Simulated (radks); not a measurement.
Values are calculated unless marked as measured or tabulated.
How relativity changes the ionisation of the rhodium ion Rh2+ ([Kr] 4d7) to Rh3+ ([Kr] 4d6). Spin-unpolarised spherical Kohn-Sham, BLYP, point nucleus unless stated (finite: rms radius 4.4945 fm), a radial shooting solver on a logarithmic mesh with Libxc functionals. A level marked "c x" has the speed of light scaled by that factor and shares open shells by 2j + 1; other Dirac levels either fill j = l - 1/2 first or share by 2j + 1.

[
 {"level": "non-rel.", "E(Rh2+) (hartree)": "-4687.15650", "E(Rh3+) (hartree)": "-4685.95078", "IE (eV)": "32.809", "HOMO": "4d", "<r> HOMO (bohr)": "1.437"},
 {"level": "scalar-rel.", "E(Rh2+) (hartree)": "-4783.68799", "E(Rh3+) (hartree)": "-4782.49735", "IE (eV)": "32.399", "HOMO": "4d", "<r> HOMO (bohr)": "1.451"},
 {"level": "scalar-rel., finite nucleus", "E(Rh2+) (hartree)": "-4783.60298", "E(Rh3+) (hartree)": "-4782.41234", "IE (eV)": "32.399", "HOMO": "4d", "<r> HOMO (bohr)": "1.451"},
 {"level": "Dirac, 2j+1 shares", "E(Rh2+) (hartree)": "-4784.59932", "E(Rh3+) (hartree)": "-4783.40879", "IE (eV)": "32.396", "HOMO": "4d5/2", "<r> HOMO (bohr)": "1.457"},
 {"level": "Dirac, low j first", "E(Rh2+) (hartree)": "-4784.61896", "E(Rh3+) (hartree)": "-4783.43765", "IE (eV)": "32.145", "HOMO": "4d5/2", "<r> HOMO (bohr)": "1.459"},
 {"level": "Dirac, 2j+1 shares, finite nucleus", "E(Rh2+) (hartree)": "-4784.51412", "E(Rh3+) (hartree)": "-4783.32359", "IE (eV)": "32.396", "HOMO": "4d5/2", "<r> HOMO (bohr)": "1.457"},
 {"level": "Dirac, c x 0.75", "E(Rh2+) (hartree)": "-4868.36282", "E(Rh3+) (hartree)": "-4867.18378", "IE (eV)": "32.083", "HOMO": "4d5/2", "<r> HOMO (bohr)": "1.474"},
 {"level": "Dirac, c x 1.25", "E(Rh2+) (hartree)": "-4748.30019", "E(Rh3+) (hartree)": "-4747.10424", "IE (eV)": "32.543", "HOMO": "4d5/2", "<r> HOMO (bohr)": "1.450"},
 {"level": "Dirac, c x 1.5", "E(Rh2+) (hartree)": "-4729.17524", "E(Rh3+) (hartree)": "-4727.97632", "IE (eV)": "32.624", "HOMO": "4d5/2", "<r> HOMO (bohr)": "1.446"}
]

NIST Atomic Spectra Database: 31.060 eV (semi-empirical). The relativistic part of the total energy of Rh2+ is -97.36 hartree (Dirac, 2j+1 shares, finite nucleus), 2.1 % of the non-relativistic value. Spin polarisation and multiplet splitting of open shells are left out at every level.

Beside tabulated values, note that relativity, absent from the non-relativistic runs, is large for the heavy elements, and spin-unpolarised runs miss the spin-polarisation part of the exchange energy of open shells.
